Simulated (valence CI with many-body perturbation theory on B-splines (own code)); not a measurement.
**Rb¹⁶⁺: E2, M1 decay**

Level of theory: valence CI with perturbative core correlation (CI+MBPT): three valence electrons over a frozen Dirac-Fock core [Ar], a basis of 9 s, 9 p, 10 d, 8 f, 5 g, 3 h, 1 i functions for each j, with the one-electron correlation potential Σ1 (screened to all orders), the two-electron term Σ2, the three-electron term Σ3, Breit, model QED; selected single and double excitations, second order for the rest (own B-spline code, finite nucleus).

No measured spectrum was set against this ion. As an estimate, terms of the open shell hold to 2 to 4 % of their energy, and close levels can change places. Core correlation moves these levels by up to 5200 cm⁻¹, and in measured spectra 5 to 20 % of such shifts remained as error; rates that hang on mixing are uncertain with them. Only levels of the ground parity were solved; by the run's estimate the other parity begins above the list, which can be wrong where configurations are misplaced.

Lines 51 to 73 of 73 in falling wavelength, among levels below 183150 cm⁻¹, chosen from the decays that carry over 1 % of a level's rate. Wavelengths and rates use the calculated energies, so an error of 2000 cm⁻¹ moves a line at 1160 Å by 2.3 % and its rate by three times that or more. Electric multipoles are in the length gauge, E1 and E2 with the static RPA response of the core. S is in atomic units (e²a₀⁴ for E2 and M2, e²a₀⁶ for E3), for M1 in squared Bohr magnetons. Weak lines are less certain than strong ones. Lines between different terms over intervals too small for the method are left out, as are lines whose strength nearly cancels. The highest levels of a list are the least certain.

Names give the largest LS component (configuration and term), which can be under half, so a name can repeat, a term be missing and a line seem to break the LS rules; names also repeat where a configuration has a term twice. Letters in brackets count levels of one name in rising energy.

```
λ vac (Å)           Upper           Lower  Type   A (s⁻¹)  S (a.u.)
     1160  3d3 2D_3/2 [b]      3d3 2P_3/2    M1  1.03e+01  2.38e-03
     1112      3d3 2P_3/2      3d3 4F_3/2    M1  4.52e+01  9.22e-03
     1095      3d3 2F_7/2      3d3 4F_9/2    M1  7.75e+01  3.01e-02
     1086  3d3 2D_5/2 [b]  3d3 2D_5/2 [a]    M1  1.61e+01  4.58e-03
     1063  3d3 2D_3/2 [b]  3d3 2D_5/2 [a]    M1  2.05e+02  3.66e-02
    988.7      3d3 2F_5/2      3d3 4F_7/2    M1  2.59e+00  5.56e-04
    958.8  3d3 2D_3/2 [b]      3d3 2P_1/2    M1  8.24e+00  1.08e-03
    937.5  3d3 2D_5/2 [b]  3d3 2D_3/2 [a]    M1  2.22e+02  4.06e-02
    936.0      3d3 2F_7/2      3d3 4F_5/2    M1  2.63e+01  6.41e-03
    920.4  3d3 2D_3/2 [b]  3d3 2D_3/2 [a]    M1  3.41e+01  3.94e-03
    917.8      3d3 2F_5/2      3d3 4F_5/2    M1  4.53e+00  7.80e-04
    862.5  3d3 2D_5/2 [b]      3d3 4P_5/2    M1  3.38e+02  4.83e-02
    861.3      3d3 2F_5/2      3d3 4F_3/2    M1  5.81e+01  8.26e-03
    861.1  3d3 2D_5/2 [b]      3d3 2G_9/2    E2  1.47e+01  3.72e-02
    847.9  3d3 2D_3/2 [b]      3d3 4P_5/2    M1  1.68e+01  1.52e-03
    837.6  3d3 2D_5/2 [b]      3d3 2G_7/2    M1  1.46e+01  1.91e-03
    823.9  3d3 2D_3/2 [b]      3d3 2G_7/2    E2  3.68e+01  4.98e-02
    776.5  3d3 2D_5/2 [b]      3d3 4P_3/2    M1  1.16e+01  1.20e-03
    776.4  3d3 2D_3/2 [b]      3d3 4P_1/2    M1  3.13e+01  2.17e-03
    764.7  3d3 2D_3/2 [b]      3d3 4P_3/2    M1  9.77e+01  6.48e-03
    628.2  3d3 2D_5/2 [b]      3d3 4F_7/2    M1  7.37e+01  4.06e-03
    591.8  3d3 2D_3/2 [b]      3d3 4F_5/2    M1  7.53e+01  2.32e-03
    567.8  3d3 2D_3/2 [b]      3d3 4F_3/2    M1  2.22e+01  6.03e-04
```
